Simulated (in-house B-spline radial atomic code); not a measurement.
Configurations of Mg3+, with energies counted from [He] 2s2 2p5. Method: scalar-relativistic (X2C) Hartree-Fock, spin-polarised, averaged over the determinants with the given up and down occupations, Fermi nucleus of rms radius 3.057 fm. Calculated with an all-electron radial atomic-structure program (B-spline basis). Shells without spins written out take the highest spin.

Occupations are held fixed; configurations that lie above the ionisation limit could autoionise.

```csv
configuration,E - E(ref) (eV),highest orbital,its <r> (bohr)
[He] 2s1 2p5 3s1,102.58,3s up,2.021
[He] 2s1 2p5 3p1,109.73,3p up,2.2
"[He] 2s(0 up, 1 down) 2p(3 up, 2 down) 3s(0 up, 1 down)",110.88,3s down,2.038
[He] 2s1 2p5 3d1,118.5,3d up,2.408
```

Q: Order these further configurations by energy, lowest first.
A. [He] 2s2 2p(1 up, 3 down) 3d(1 up, 0 down)
B. [He] 2s2 2p4 3d1
C. [He] 2s2 2p4 3s1
D. [He] 2s(1 up, 0 down) 2p6
E. [He] 2s2 2p4 3p1

A: D (40.999 eV), C (66.243 eV), E (73.345 eV), B (82.246 eV), A (82.675 eV).
